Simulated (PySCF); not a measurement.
A structure optimised at B3LYP-D3(BJ)/def2-TZVP, used in a PySCF frequency run:

```
Si
H 1 1.4759
H 1 1.4759 2 110.55
H 1 1.4759 2 110.55 3 -122.76
I 1 2.4592 2 108.36 4 -118.62
```
Charge 0, spin multiplicity 1.

### Question
Write its SMILES, formula and point group.

### Answer
[SiH3]I, H3ISi, C3v

### Question
What are its rotational constants (standard atomic weights)?

### Answer
85.175, 3.1536, 3.1536 GHz
